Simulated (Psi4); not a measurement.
Two rigid molecules brought together: CH6Si ··· H2O (SMILES C[SiH3] and O). Monomers: optimised at B3LYP-D3(BJ) (def2-TZVP), held rigid. Orientation: lowest of the rigid-body minima from ten starts at GFN2-xTB. The monomers approach along the line of their centres of mass (distance R); nothing else relaxes.

Level of theory: SAPT0/jun-cc-pVDZ, frozen core (Psi4).

Components in kJ/mol:

```csv
R / Å,electrostatics,exchange,induction,dispersion,total
2.89,-26.69,53.09,-6.78,-11.73,7.88
3.06,-17.85,31.83,-4.39,-8.59,1.01
3.30,-10.56,15.24,-2.41,-5.60,-3.33
3.51,-7.01,7.90,-1.46,-3.89,-4.47
3.74,-4.73,3.81,-0.87,-2.65,-4.45
4.01,-3.20,1.60,-0.50,-1.72,-3.82
4.27,-2.33,0.68,-0.30,-1.16,-3.11
4.77,-1.42,0.13,-0.13,-0.58,-2.00
5.53,-0.78,0.01,-0.05,-0.23,-1.05
6.53,-0.42,0.00,-0.02,-0.08,-0.51
7.82,-0.22,0.00,-0.01,-0.03,-0.25
```
